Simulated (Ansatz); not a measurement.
One change: `CO[SiH](C#N)OC` becomes `CO[SiH](F)C#N`.

Ansatz, PBE0-D4/def2-TZVP geometries, multiplicity 1. Each molecule was computed in one conformer, which needn't be the lowest.

```tsv
property	`CO[SiH](C#N)OC`
LUMO energy (ωB97M-V/def2-TZVPP) / eV	1.31
LUMO energy (PBE/def2-TZVPP) / eV	-1.68
LUMO energy (PBE0/def2-TZVPP) / eV	-0.71
HOMO energy (PBE0/def2-TZVPP) / eV	-8.91
HOMO energy (B3LYP/def2-TZVPP) / eV	-8.66
size of the dipole moment (B3LYP/def2-TZVPP) / D	2.69
```

Question: What does the change do to each property? (An estimate is asked.)

Answer: The calculation gave: 
```json
{"property": "LUMO energy (ωB97M-V/def2-TZVPP) / eV", "`CO[SiH](F)C#N`": "1.17", "shift": "-0.14"}
{"property": "LUMO energy (PBE/def2-TZVPP) / eV", "`CO[SiH](F)C#N`": "-1.89", "shift": "-0.21"}
{"property": "LUMO energy (PBE0/def2-TZVPP) / eV", "`CO[SiH](F)C#N`": "-0.90", "shift": "-0.19"}
{"property": "HOMO energy (PBE0/def2-TZVPP) / eV", "`CO[SiH](F)C#N`": "-9.48", "shift": "-0.57"}
{"property": "HOMO energy (B3LYP/def2-TZVPP) / eV", "`CO[SiH](F)C#N`": "-9.23", "shift": "-0.57"}
{"property": "size of the dipole moment (B3LYP/def2-TZVPP) / D", "`CO[SiH](F)C#N`": "2.84", "shift": "0.15"}
```

With PBE0 the HOMO falls by 0.57 eV and the LUMO falls by 0.19 eV, so the gap widens by about 0.38 eV. PBE moves the HOMO by -0.58 eV and ωB97M-V by -0.60 eV. Dipoles are sizes alone; their direction can turn.

B3LYP here is the variant with VWN-RPA as its local correlation; programs differ in this.
